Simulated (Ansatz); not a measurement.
Caution: the highest occupied level lies above zero, a sign of self-interaction error and of too few diffuse functions. This triplet is an excited state, 0.62 eV above the relaxed singlet at the level frozen-core CCSD(T)/aug-cc-pVTZ // B3LYP-D3(BJ)/def2-SVPD (Ansatz, a quantum-chemistry and plane-wave program).

A geometry relaxed with Ansatz with B3LYP-D3(BJ)/def2-SVPD, charge -1, multiplicity 3:

```xyz
5

H     -1.4957    -0.9116     0.0494
B      0.9868    -0.4729     0.0466
F      2.0794     0.3688    -0.0026
H     -0.9663     1.0939    -0.0921
B     -0.6040    -0.0782    -0.0014
```

**Question.** Write the SMILES of this molecule.

**Answer.** `B[B-]F`
